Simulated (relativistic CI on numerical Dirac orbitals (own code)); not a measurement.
## Electric-dipole transitions in Ti XIV

These numbers are calculated, not measured: Dirac-Coulomb-Breit CI, separate exchange-only KLI orbitals for each configuration, QED by a radiative potential, unscaled Slater integrals (own radial code, finite nucleus).

CI space (outside the closed core 1s2): 2s2.2p5, 2s.2p6, 2s2.2p4.3s, 2p6.3s, 2p6.3p, 2s2.2p4.3p, 2p6.3d, 2s2.2p4.3d, 2s.2p5.3s, 2s.2p5.3p, 2s.2p5.3d, 2s2.2p4.4s, 2s2.2p4.4p, 2s2.2p4.4d, 2s2.2p4.4f, 2s2.2p4.5s, 2s2.2p3.3s2, 2s2.2p4.5p, 2s.2p5.4s, 2s2.2p4.5d, 2s2.2p4.5f, 2s2.2p4.5g, 2s2.2p3.3s.3p, 2s.2p5.4p, 2s.2p5.4d, 2s.2p5.4f, 2s2.2p3.3p2, 2s2.2p3.3s.3d, 2s2.2p3.3p.3d, 2s.2p4.3s2, 2s.2p4.3s.3p, 2s2.2p3.3d2, 2s.2p5.5s, 2s.2p5.5p, 2s.2p5.5d, 2s.2p5.5f. Levels of other configurations are missing.

```tsv
λ vac (nm)	Lower	Upper	A (s⁻¹)	log gf	S velocity/length
1.7781	2s2.2p5 2P°_3/2 [1]	2s2.2p4.4d 2D_5/2 [160]	2.15e+12	-0.21	0.96
2.1536	2s2.2p5 2P°_1/2 [2]	2s2.2p4.3d 2D_3/2 [60]	4.38e+12	0.09	1.00
2.1615	2s.2p6 2S_1/2 [3]	2s.2p5.3d 2P°_1/2 [111]	6.86e+12	-0.02	0.95
2.1630	2s.2p6 2S_1/2 [3]	2s.2p5.3d 2P°_3/2 [110]	5.84e+12	0.21	0.95
2.1709	2s2.2p5 2P°_3/2 [1]	2s2.2p4.3d 2D_5/2 [56]	8.10e+12	0.54	1.00
2.1719	2s2.2p5 2P°_3/2 [1]	2s2.2p4.3d 2P_3/2 [55]	8.47e+12	0.38	0.98
2.1815	2s2.2p5 2P°_3/2 [1]	2s2.2p4.3d 2S_1/2 [52]	6.12e+12	-0.06	0.97
2.1860	2s2.2p5 2P°_1/2 [2]	2s2.2p4.3d 2P_1/2 [58]	8.25e+12	0.07	0.98
2.1865	2s2.2p5 2P°_1/2 [2]	2s2.2p4.3d 2D_3/2 [57]	6.17e+12	0.25	1.00
2.2068	2s2.2p5 2P°_3/2 [1]	2s2.2p4.3d 2D_5/2 [49]	2.78e+12	0.09	1.00
2.2459	2s.2p6 2S_1/2 [3]	2s.2p5.3d 2P°_3/2 [102]	6.60e+12	0.30	0.96
2.2586	2s.2p6 2S_1/2 [3]	2s.2p5.3d 2P°_1/2 [101]	6.25e+12	-0.02	0.96
7.3238	2s2.2p4.3p 2D°_5/2 [15]	2s2.2p4.4d 2F_7/2 [134]	2.36e+11	0.18	1.02
7.3248	2s2.2p4.3p 4D°_7/2 [14]	2s2.2p4.4d 4F_9/2 [132]	2.51e+11	0.31	1.03
8.4998	2s2.2p4.3d 2D_5/2 [59]	2s2.2p4.4f 2F°_7/2 [196]	6.08e+11	0.72	0.93
8.5140	2s2.2p4.3d 4D_7/2 [32]	2s2.2p4.4f 4F°_9/2 [149]	4.70e+11	0.71	0.98
8.5744	2s.2p5.3d 4F°_9/2 [83]	2s.2p5.4f 4G_11/2 [348]	5.66e+11	0.87	1.01
8.6259	2s2.2p4.3d 2G_7/2 [50]	2s2.2p4.4f 2H°_9/2 [180]	5.59e+11	0.80	1.00
8.6292	2s2.2p4.3d 2G_9/2 [51]	2s2.2p4.4f 2H°_11/2 [181]	5.77e+11	0.89	1.00
8.6625	2s2.2p4.3d 4F_9/2 [37]	2s2.2p4.4f 4G°_11/2 [154]	5.78e+11	0.89	0.99
8.6636	2s2.2p4.3d 4F_7/2 [43]	2s2.2p4.4f 4G°_9/2 [163]	5.15e+11	0.76	0.99
8.7358	2s2.2p4.3d 2F_7/2 [38]	2s2.2p4.4f 2G°_9/2 [155]	5.26e+11	0.78	0.99
8.7509	2s2.2p4.3d 2F_5/2 [47]	2s2.2p4.4f 2G°_7/2 [168]	4.75e+11	0.64	0.98
8.8070	2s2.2p4.3d 2F_7/2 [54]	2s2.2p4.4f 2G°_9/2 [187]	4.73e+11	0.74	0.99
20.457	2s2.2p4.4f 2H°_11/2 [181]	2s2.2p4.5g 2I_13/2 [308]	1.65e+11	1.16	1.00
20.536	2s2.2p4.4f 4F°_9/2 [149]	2s2.2p4.5g 4G_11/2 [237]	1.43e+11	1.04	1.00
20.552	2s2.2p4.4f 4G°_9/2 [163]	2s2.2p4.5g 4H_11/2 [267]	1.62e+11	1.09	1.00
20.556	2s2.2p4.4f 4G°_11/2 [154]	2s2.2p4.5g 4H_13/2 [245]	1.64e+11	1.16	1.00
20.567	2s2.2p4.4f 2G°_9/2 [155]	2s2.2p4.5g 2H_11/2 [244]	1.61e+11	1.09	1.00
47.207	2s2.2p4.3s 4P_5/2 [4]	2s2.2p4.3p 4D°_7/2 [14]	3.64e+09	-0.01	1.03
```

Terms are leading LS components. Brackets give the number of a level in order of energy, since labels repeat. The list gives strong lines, with weight on those to low levels, among the lowest 400 of 1082 levels, so that lines to higher ones, which can be the strongest, are missing. Levels whose partners in the same complex of configurations lie outside the list can be far off, and so can their lines. Rates are taken at the computed energies, electric ones in the length gauge. A velocity-to-length ratio far from 1 marks an uncertain rate.

At this charge energies of transitions that change n are usually good to better than 1 %, and those within a shell (Δn = 0) to a few per cent.

LS names give the leading component of a level, which can be under half, so a name can repeat, a term be missing and a line seem to break the LS rules.
